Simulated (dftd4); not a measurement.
singlet methylene (CH$_{2}$), singlet, at a GFN2-xTB geometry; dftd4 with D4 for b3lyp.

Here is a job for dftd4.
```
$ dftd4 mol.xyz --func b3lyp --charge 0 --json dftd4.json --noedisp --property

# file mol.xyz
3

C      0.00403916     0.00124078     0.16463541
H      0.00029648     0.87790816    -0.50085524
H     -0.02453143    -0.88535285    -0.48695721
```

The log (banner, timings and long lists left out):

```
                    ____  _____ _____     ____  _  _
      -------------|  _ \|  ___|_   _|---|  _ \| || |------------
     |             | | | | |_    | | ___ | | | | || |_           |
     |             | |_| |  _|   | ||___|| |_| |__   _|          |
     |             |____/|_|     |_|     |____/   |_|            |
     |             ===================================           |
     |            E. Caldeweyher, S. Ehlert & S. Grimme          |
     |          Mulliken Center for Theoretical Chemistry        |
     |                    University of Bonn                     |
      -----------------------------------------------------------

Rational (Becke-Johnson) damping: b3lyp-D4-ATM
---------------------
  s6         1.0000
  s8         2.0293
  s9         1.0000
  a1         0.4087
  a2         4.5381
 alp        16.0000
--------------------

Atomic data, radii in Ångström:
------------------------------------------------------
   Z          R(cov)      r4/r2   hardness         EN
------------------------------------------------------
   6 C        1.0000     1.6431     0.4220     2.5500
   1 H        0.4267     1.0622     0.4726     2.2000
------------------------------------------------------

Atomic reference systems (in atomic units):
----------------------------------------------------------------------------
   Z        #      CN     q+Z       C6(AA)   #      CN     q+Z       C6(AA)
----------------------------------------------------------------------------
   6 C      1  0.0000  6.0000      49.3833   2  0.9189  5.8288      52.1688
            3  1.9079  5.8579      35.6972   4  2.8312  5.7775      35.8445
            5  3.7487  5.7435      28.6317   6  2.9183  5.8956      32.2504
            7  0.8556  6.2103      25.6194
   1 H      1  0.0000  1.0000       7.6362   2  0.8942  1.0000       3.0374
----------------------------------------------------------------------------

Atomic properties (in atomic units):
----------------------------------------------------------------------------
     #    Z              CN          q      C6(AA)        C8(AA)   alpha(0)
----------------------------------------------------------------------------
     1    6 C        1.8462    -0.2645     39.8064     1151.2708    10.1803
     2    1 H        0.9231     0.1323      1.5182       18.3521     1.9269
     3    1 H        0.9231     0.1323      1.5182       18.3521     1.9269
----------------------------------------------------------------------------

Molecular properties (in atomic units):
----------------------------------------
 molecular C6                  76.9566
 molecular C8                1805.7674
----------------------------------------

Dispersion energy:      -5.3904996909253E-04 Eh

[Info] JSON dump of results written to 'dftd4.json'
```
